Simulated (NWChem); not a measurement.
System: C$_{3}$H$_{5}$B; SMILES B(C#C)C

The following NWChem deck was run.

```
start job
memory heap 200 mb stack 900 mb global 1100 mb
geometry units angstroms noautosym nocenter noautoz
  B     -0.601561     0.562663    -0.008217
  C     -0.147232    -0.888361    -0.001787
  C      0.217519    -2.052968     0.001244
  H      0.535839    -3.080493     0.003799
  H     -1.795538     0.772600     0.014436
  C      0.388337     1.770707    -0.012694
  H      0.268124     2.295857     0.954314
  H      0.091711     2.513725    -0.772191
  H      1.448318     1.512945    -0.138054
end
basis spherical
  B library def2-svpd
  C library def2-svpd
  H library def2-svpd
end
dft
  xc b3lyp
  iterations 150
end
property
  response 1 0.0773
end
task dft property
```

Structure relaxed at the PBE0/def2-SVP level. B3LYP is NWChem's, with the RPA form of VWN correlation.

Field at 589 nm.

Predict the main results of this run. (B3LYP/def2-SVPD.) Quantities: isotropic polarisability (bohr³); anisotropy (bohr³).


- isotropic polarisability (bohr³) = 54.1
- anisotropy (bohr³) = 37.4
